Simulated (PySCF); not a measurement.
Vertical excitations of a molecule C3H5ClSi from TDA-M06-2X/def2-SVPD run with PySCF, as energy in eV (oscillator strength): 5.28 (0.001), 6.31 (0.001), 7.01 (0.037), 7.18 (0.072), 7.37 (0.005), 7.43 (0.159), 7.55 (0.040), 7.81 (0.864), 7.91 (0.001), 8.23 (0.234). Lowest triplet (TDA): 4.75 eV. Geometry optimised at PBE0-D3(BJ)/def2-SVP. One conformer was computed; it need not be the lowest.

Question: Pick the molecule that these values belong to.
A) Cl[Si@@H]1C=CC1
B) CC#C[SiH2]Cl
C) C=C=C[SiH2]Cl
D) C=C=C([SiH3])Cl

Answer: C, C=C=C[SiH2]Cl
